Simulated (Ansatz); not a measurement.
Reaction (isomerisation): `CO[SiH2][SiH2]Cl` → `O[SiH2][SiH2]CCl`

Gas-phase electronic energies from Ansatz, PBE0-D4/def2-TZVP geometries. CBS: MP2 limit from def2 TZ/QZ plus the TZ coupled-cluster correction, frozen cores. DFT in def2-TZVPP. One conformer a species, not always the lowest.

CCSD(T)/CBS gives +17.8 kcal/mol.

**Question.** Another level gave +17.6 kcal/mol. Which?
A. r2SCANh/def2-TZVPP
B. BHLYP-D4/def2-TZVPP
C. revPBE/def2-TZVPP
D. HF/def2-TZVPP

**Answer.** C. revPBE 17.6, BHLYP-D4 20.6, r2SCANh 18.8, HF/def2-TZVPP 23.8 kcal/mol.

Largest T1 diagnostic among the species: 0.011.

From BLYP to BHLYP (50 % exact exchange), in def2-TZVPP and without D4, ΔE moves by +2.0 kcal/mol. In def2-TZVPP, CCSD(T) changes the Hartree–Fock value by −5.7 kcal/mol (the triples alone add −0.8 kcal/mol) and MP2 by −5.8 kcal/mol.
